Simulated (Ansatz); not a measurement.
Two shapes of singlet H₃(+).

Shape 1:

```xyz
3

H     0.4789    0.0341    0.0070
H    -0.2659    0.4188    0.0355
H    -0.2736   -0.4593    0.0658
```

Shape 2:

```xyz
3

H     0.4688    0.0844   -0.0197
H    -0.3144    0.4088    0.0652
H    -0.3192   -0.4476    0.0992
```

Basis set: 6-31G (spherical functions). All electrons are correlated. Charge 1, multiplicity 1.

Computed with Ansatz (development build ahead of 0.2.0); each method stands on the lowest determinant of its kind that the runs found.

Question: Which shape is lower in energy, and by how much in each method?

Answer:

```
 method  E(2) − E(1) (eV)
    RHF             0.064
RHF-MP2             0.059
```

Shape 1 is lower. Caution: stretched shape with no unrestricted run beside it, a lower state can exist. Caution for RHF-MP2: bonds are stretched, where a single reference can fail.
